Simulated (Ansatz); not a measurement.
## CCSD(T) forces

GaH5O, closed shell, at a displaced guess of a reacting structure.

```
7
angstrom
Ga -0.3045 -0.9214 0.2892
O -0.2754 1.1161 -0.2868
H -0.7232 -1.8877 -0.7501
H -0.3858 -1.0770 1.8411
H 0.8715 0.7032 -0.3904
H 1.3996 -0.1032 -0.2366
H -0.6780 2.0678 -0.3828
```

Program: Ansatz 0.2.0. Basis: def2-TZVPP. Cores are frozen in the correlated methods. Filled d shells of the heavier atoms are correlated. The def2 sets are not built for correlating such inner shells, so the correlated values are less sure here.

CCSD(T) forces from the calculation:
```tsv
atom	Fx	Fy	Fz (eV/Å)
Ga1	1.313	2.230	0.561
O2	-1.041	2.080	-0.287
H3	-0.432	-0.634	-0.958
H4	-0.011	0.128	-0.159
H5	-0.922	0.179	0.248
H6	0.056	-0.994	0.220
H7	1.038	-2.989	0.375
```

(1) Which atom feels the largest CCSD(T) force, and how large is it?

The T1 diagnostic stays at or below 0.014. These are differences at one structure, and CCSD(T) in triple zeta is itself an approximation.

Answers

(1) H7, 3.19 eV/Å, along (0.33, -0.94, 0.12).

Root-mean-square difference of the force components from those of CCSD(T): PBE0-D4 0.072; wB97M-V 0.059; r2SCAN-D4 0.052; PBE-D4 0.178; BLYP-D4 0.241; SPW92 0.214 eV/Å.

For scale, one of the runs: CCSD(T)/def2-TZVPP forces, 149 basis functions (an equivalent command: `ansatz run in.yaml --threads 4`). The run took 66 s on 4 CPU threads (shared host), with 1.7 GiB of host memory at its peak.
